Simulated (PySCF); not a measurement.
## Computed properties of H₃IPbSi, SMILES [Pb]([I])[SiH3]

Pb(I)(SiH3) (H3IPbSi), SMILES [SiH3][Pb][I] (connectivity only; charge and spin as stated), neutral, multiplicity 1. Coordinates come from a PBE0-D3(BJ)/def2-SVP optimisation. The def2 effective core potentials stand for the cores of I, Pb; spin–orbit coupling is left out. The values are those of a single conformer. All values are computed for the isolated molecule unless a solvent is named; none is compared with measurement here.

**Structure.** The optimised structure has Cs symmetry. All 12 harmonic modes at PBE0-D3(BJ)/def2-SVP (PySCF) are real, so it is a minimum. With heavy atoms numbered as in [Pb:1]([I:2])[SiH3:3], the shortest bond between them is Pb1–Si3 at 2.751 Å and the longest Pb1–I2 at 2.834 Å.

**Vibrations.** The strongest infrared lines (harmonic, unscaled, degenerate partners summed) lie at 825 cm⁻¹ (353 km/mol, H 91 %, Si 9 %), 2185 cm⁻¹ (130 km/mol, H 98 %), 2213 cm⁻¹ (84 km/mol, H 96 %). The softest mode is at 65 cm⁻¹ and the zero-point energy is 15.2 kcal/mol.

**Electronic structure.** ωB97X/def2-TZVPD (PySCF) places the frontier levels at -8.38 and -1.52 eV, a gap of 6.86 eV, and gives a dipole moment of 3.68 D and a mean polarisability of 122.8 bohr³.

**Excitations.** TDDFT-CAM-B3LYP/def2-SVPD (PySCF) has S1 at 1.89 eV (655 nm, f = 0.001, dark); the most intense of the 10 singlets computed lies at 5.41 eV (f = 0.26). T1 (TDA) is at 1.41 eV.
